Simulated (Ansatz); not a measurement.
Consider the cleavage of the Si–Si bond: `F[SiH2][SiH](Cl)Cl` + H₂Se → `F[SiH2][SeH]` + `Cl[SiH2]Cl`.

Isolated molecules relaxed with PBE0-D4/def2-TZVP in Ansatz; ΔE leaves out vibrations. CCSD(T)/CBS adds triple-zeta CCSD(T) − MP2 to the extrapolated MP2 energy (def2 sets, frozen cores). Functionals use def2-TZVPP. B3LYP here is the variant with VWN-RPA as its local correlation; programs differ in this. For Se outer-core shells are correlated without core-valence functions, which leaves a few kJ/mol of doubt a bond. Scalar relativity is left out up to krypton. Each species was taken in one conformer, which may not be the lowest.

`F[SiH2][SiH](Cl)Cl`:

```xyz
8

F    -0.723    1.755   -1.374
Si    0.052    0.369   -1.160
Si   -0.194   -0.353    1.055
Cl    0.627    1.020    2.334
Cl    0.844   -2.121    1.173
H     1.493    0.577   -1.448
H    -0.523   -0.636   -2.090
H    -1.578   -0.613    1.510
```

H₂Se:

Z-matrix (Å, degrees):
```
Se
H 1 1.467
H 1 1.467 2 91.2
```

`F[SiH2][SeH]`:

Z-matrix (Å, degrees):
```
Si
Se 1 2.258
F 1 1.598 2 112.3
H 1 1.479 2 110.7 3 -119.2
H 1 1.479 2 106.0 3 117.8
H 2 1.469 1 92.7 3 77.5
```

`Cl[SiH2]Cl`:

Z-matrix (Å, degrees):
```
Si
Cl 1 2.040
Cl 1 2.040 2 110.1
H 1 1.476 2 108.5 3 -118.6
H 1 1.476 2 108.5 3 118.6
```

```tsv
level	ΔE (kJ/mol)
PBE-QIDH	-81.0
revPBE	-69.4
B3LYP	-76.4
MP2/def2-SVP	-81.9
```

(1) What does CCSD(T)/CBS give? (Best estimate.)

Largest T1 diagnostic among the species: 0.011.

Results:

(1) The calculation gave: -80.1 kJ/mol. The listed levels differ from it by -0.9, 10.7, 3.7, -1.8 kJ/mol.

From BLYP to BHLYP (50 % exact exchange), in def2-TZVPP and without D4, ΔE moves by −8.7 kJ/mol. Leaving LDA and LC-ωPBE aside and taking each functional with its dispersion term where it has one, the values, not all of them listed here, spread over 15.6 kJ/mol, from PBE-QIDH to revPBE-D4.
